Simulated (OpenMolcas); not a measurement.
# 4f ions of charge +2 along the row

```yaml
Program: OpenMolcas 26.06
Method: CASSCF
Basis: ANO-RCC-VTZP
Scalar_Hamiltonian: DKH2, point nucleus
Spin-orbit_coupling: RASSI with atomic mean-field integrals over the reference wave functions, term energies averaged over their components
```

Active space: the 4f shell.

ζ = ±2S·A comes from the whole width of the ground multiplet by E(J) = (A/2) J(J+1), where its levels are at least 85 % pure. Energies in cm-1.

```json
{"Ion": "Ce2+", "Configuration": "4f2", "Lowest level": "3H4", "Weight (%)": "98", "g": "0.804", "g, pure LS": "0.800", "Next level": "3H5", "E": "1649", "E measured": "1528", "ζ": "621", "ζ measured": "569"}
{"Ion": "Pr2+", "Configuration": "4f3", "Lowest level": "4I* 9/2", "Weight (%)": "98", "g": "0.730", "g, pure LS": "0.727", "Next level": "4I* 11/2", "E": "1466", "E measured": "1398", "ζ": "737", "ζ measured": "685"}
{"Ion": "Nd2+", "Configuration": "4f4", "Lowest level": "5I4", "Weight (%)": "98", "g": "0.602", "g, pure LS": "0.599", "Next level": "5I5", "E": "1194", "E measured": "1138", "ζ": "850", "ζ measured": "784"}
{"Ion": "Pm2+", "Configuration": "4f5", "Lowest level": "6H* 5/2", "Weight (%)": "97", "g": "0.291", "g, pure LS": "0.284", "Next level": "6H* 7/2", "E": "836", "E measured": "", "ζ": "1004", "ζ measured": ""}
{"Ion": "Sm2+", "Configuration": "4f6", "Lowest level": "7F0", "Weight (%)": "96", "g": "", "g, pure LS": "", "Next level": "7F1", "E": "287", "E measured": "293", "ζ": "1223", "ζ measured": "1151"}
{"Ion": "Eu2+", "Configuration": "4f7", "Lowest level": "8S* 7/2", "Weight (%)": "98", "g": "1.997", "g, pure LS": "2.002", "Next level": "6P* 7/2", "E": "35860", "E measured": "28200", "ζ": "", "ζ measured": ""}
{"Ion": "Tb2+", "Configuration": "4f9", "Lowest level": "6H* 15/2", "Weight (%)": "96", "g": "1.328", "g, pure LS": "1.334", "Next level": "6H* 13/2", "E": "2891", "E measured": "2805", "ζ": "1606", "ζ measured": "1507"}
{"Ion": "Dy2+", "Configuration": "4f10", "Lowest level": "5I8", "Weight (%)": "95", "g": "1.244", "g, pure LS": "1.251", "Next level": "5I7", "E": "4252", "E measured": "", "ζ": "1783", "ζ measured": ""}
{"Ion": "Ho2+", "Configuration": "4f11", "Lowest level": "4I* 15/2", "Weight (%)": "98", "g": "1.198", "g, pure LS": "1.200", "Next level": "4I* 13/2", "E": "5539", "E measured": "5439", "ζ": "", "ζ measured": ""}
{"Ion": "Er2+", "Configuration": "4f12", "Lowest level": "3H6", "Weight (%)": "99", "g": "1.166", "g, pure LS": "1.167", "Next level": "3F4 [51 %]", "E": "6271", "E measured": "", "ζ": "", "ζ measured": ""}
```

Measured columns use the levels in Martin, Zalubas and Hagan, Atomic Energy Levels: The Rare-Earth Elements, NSRDS-NBS 60 (1978) (Ce2+, Sm2+, Eu2+, Tb2+); Martin, Zalubas and Hagan, Atomic Energy Levels: The Rare-Earth Elements, NSRDS-NBS 60 (1978); the list in Maison, Palmeri and Quinet, J. Phys. B 58, 015001 (2025) (Pr2+); Ding et al., The Spectrum and Energy Levels of the Low-lying Configurations of Nd III (preprint, 2023) (Nd2+); Martin, Zalubas and Hagan, Atomic Energy Levels: The Rare-Earth Elements, NSRDS-NBS 60 (1978); whole-number values converted from NIST levels in rydberg listed in Nahar, Atoms 12, 24 (2024) (Ho2+).

The computed ζ goes from 621 (Ce2+) to 1783 cm-1 (Dy2+), a factor of 2.87, rising at every step. It departs from the measured column by +6 to +9 %.

Without dynamic correlation excited terms often stand tens of per cent too high (terms of higher spin than the ground term too low), and those without a measured partner can miss by more than the paired ones. High states are left out of the spin-orbit mixing, which shifts the levels that they would mix with (holds for Pr2+; Nd2+; Pm2+; Sm2+; Eu2+; Tb2+; Dy2+; Ho2+). Some levels mix across a computed gap that differs much from the measured one, so their mixing is not that of the real levels (holds for Pr2+; Nd2+; Ho2+). Some high roots are left out of the spin-orbit mixing, which shifts the levels that they would mix with (holds for Er2+). Measured partners are found by configuration, term and J. A level has none where our copy of the source lacks it or the pairing is in doubt (some pairs that miss far off the trend of their configuration count as doubtful), and it then counts in no deviation. Levels of configurations outside the active space are missing.

A share in square brackets marks a mixed level and gives the weight of the term that names it, the lowest over the columns. * marks odd parity.
